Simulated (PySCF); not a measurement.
# Reading the logs of faulty runs: AlBH6N anion

Calculated results; nothing here was measured. They come from PySCF 2.14.0, an open-source quantum chemistry program, on an isolated molecule that a program drew, which may never have been made. The molecule is AlBH6N anion (charge -1, singlet), drawn as the SMILES string `N[BH][AlH3-]`.

Each row is a Hartree-Fock (HF) and frozen-core CCSD(T) single point in the aug-cc-pV(D+d)Z basis, meant for a local HF minimum. Run 1 is clean. Each other run has one planted mistake out of seven kinds, and not every kind appears here: one electron removed, one electron added, multiplicity raised by two, geometry at a saddle point, minimal basis STO-3G, one bond length entered in bohr, all coordinates scaled. The reference is restricted for singlets and unrestricted otherwise, and also for a bond in bohr. Adding or removing an electron swaps singlet and doublet. Electrons count all cores. HOMO and LUMO are orbital energies over both spins, the gradient is its largest component, and the lowest frequency (negative if imaginary) is given only where the gradient is small. Bond lengths are over the 8 bonds as drawn. T1 is the CCSD diagnostic: over 0.02 (restricted) or 0.045 (unrestricted) a single reference is doubtful.

Geometry of the clean run:
```xyz
9
AlBH6N anion, angstrom
N    -1.3905   -1.9636    1.1065
B    -1.7443   -1.2812   -0.0880
Al   -0.2235   -0.7113   -1.5805
H    -2.0384   -2.2438    1.8115
H    -0.4448   -2.2065    1.3079
H    -2.9542   -1.0785   -0.1427
H    -0.5134   -1.4293   -3.0405
H     1.2555   -1.2206   -1.0182
H    -0.1747    0.9264   -1.7969
```

| run | electrons | basis functions | <S^2> | HOMO (eV) | LUMO (eV) | gradient (hartree/bohr) | lowest frequency (cm^-1) | mean bond (Å) | longest bond (Å) | T1 | HF (hartree) | CCSD(T) (hartree) | mistake |
|---|---|---|---|---|---|---|---|---|---|---|---|---|---|
| 1 | 32 | 132 | 0.000 | -4.12 | 3.24 | 1.5e-05 | 104 | 1.4770 | 2.206 | 0.0142 | -324.57627 | -325.01197 | no fault |
| 2 | 31 | 132 | 0.762 | -10.32 | -1.25 | 8.5e-02 | - | 1.4770 | 2.206 | 0.0196 | -324.48030 | -324.88684 | one electron removed |
| 3 | 32 | 132 | 0.312 | -1.90 | 3.07 | 1.8e-02 | - | 1.6608 | 3.123 | 0.0513 | -324.49594 | -324.93463 | one bond length entered in bohr |
| 4 | 32 | 132 | 2.011 | -0.59 | 3.26 | 5.2e-02 | - | 1.4770 | 2.206 | 0.0197 | -324.46460 | -324.88394 | ? |

**Which mistake was planted in run 4, and what did it cost?**

Electrons, basis and geometry are unchanged, and <S^2> is 2.011, beside S(S+1) = 2.00 for a multiplicity of 3. So the mistake is: multiplicity raised by two. Subtracting run 1 and multiplying by 627.51 kcal/mol a hartree, the energy moved by 70.1 kcal/mol in HF and 80.3 kcal/mol in CCSD(T).

Cautions from the logs. Run 3: T1 is over the limit, so its CCSD(T) energy is less reliable.
